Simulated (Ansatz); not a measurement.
Ansatz results at the PBE0-D4/def2-TZVP geometry: LUMO energy (ωB97M-V/def2-TZVPP) 1.52 eV; HOMO energy (PBE/def2-TZVPP) -5.96 eV; size of the dipole moment (PBE/def2-TZVPP) 1.50 D.

Each molecule was computed in one conformer, which needn't be the lowest.

Task: Which molecule gave them?
A. `[SiH3]C1=CC1Br`
B. `CBCBr`
C. `C=C([SiH3])NBF`
D. `NB(F)/C=C/[SiH3]`

Result: C. The others give `[SiH3]C1=CC1Br`: 0.96, -6.22, 2.63; `CBCBr`: 0.94, -6.99, 1.27; `NB(F)/C=C/[SiH3]`: 0.94, -6.64, 2.39.
